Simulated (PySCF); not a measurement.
SbH2Me, CH₅Sb.
Geometry (PBE0-D3(BJ)/def2-SVP, Å), atoms numbered from 1 in this order:
```xyz
7
CH5Sb angstrom
Sb     0.516    0.833    0.999
H      1.924    0.879    0.014
H     -0.213    2.080    0.068
C     -0.413   -0.766   -0.150
H      0.078   -1.716    0.101
H     -0.327   -0.581   -1.228
H     -1.474   -0.831    0.129
```

Level of theory: PySCF, PBE0-D3(BJ)/def2-SVP geometry optimisation, gas phase, def2 core potentials past Kr.

Problem. Which atoms are bound to Sb1, and at what distances?

Solution. 3 atoms: H3 1.719 Å, H2 1.719 Å, C4 2.177 Å. The nearest atom not counted as bound is H7, at 2.74 Å (others tie with it).

Problem. List the angles at Sb1.

Solution. 
| angle | degrees | distance of the outer atoms (Å) |
| --- | --- | --- |
| H2–Sb1–C4 | 93.8 | 2.86 |
| H3–Sb1–C4 | 93.8 | 2.86 |
| H2–Sb1–H3 | 91.0 | 2.45 |

Problem. What is the shape at Sb1?

Solution. Pyramidal: angles 93.8°, 93.8° and 91.0°, sum 278.6°, 1.01 Å off the plane of its three neighbours.

Problem. What are the other bond lengths?

Solution. C4–H5, C4–H6, C4–H7 1.098 Å.

Point group: Cs (tolerance 0.08 Å). Charge 0, singlet. Not checked by PBE0-D3(BJ)/def2-SVP frequencies.
